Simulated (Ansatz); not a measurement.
Isolated molecules relaxed with PBE0-D4/def2-TZVP in Ansatz; ΔE leaves out vibrations. CBS: MP2 limit from def2 TZ/QZ plus the TZ coupled-cluster correction, frozen cores. Double bonds are as drawn, so ΔE can hold a change between cis and trans. Functionals use def2-TZVPP. For Ge outer-core shells are correlated without core-valence functions, which leaves a few kJ/mol of doubt a bond. Scalar relativity is left out up to krypton. Each species was taken in one conformer, which may not be the lowest.

Consider the substitution at a C–C bond: `C/N=C(/C)Cl` + `[CH3][GeH2][SH]` → `C[S][GeH2][CH3]` + `C/N=C/Cl`.

```tsv
level	ΔE (kJ/mol)
BLYP	49.6
MP2/def2-SVP	64.9
```

(1) What does CCSD(T)/CBS give? (Estimate.)

Largest T1 diagnostic among the species: 0.012.

Results:

(1) Ansatz gave: +50.1 kJ/mol. The listed levels differ from it by -0.5, 14.8 kJ/mol.

At CCSD(T), def2-SVP lies +12.5 kJ/mol from the extrapolated value and def2-TZVPP +0.6 kJ/mol. In def2-TZVPP, CCSD(T) changes the Hartree–Fock value by +3.9 kJ/mol (the triples alone add +1.1 kJ/mol) and MP2 by +5.9 kJ/mol.
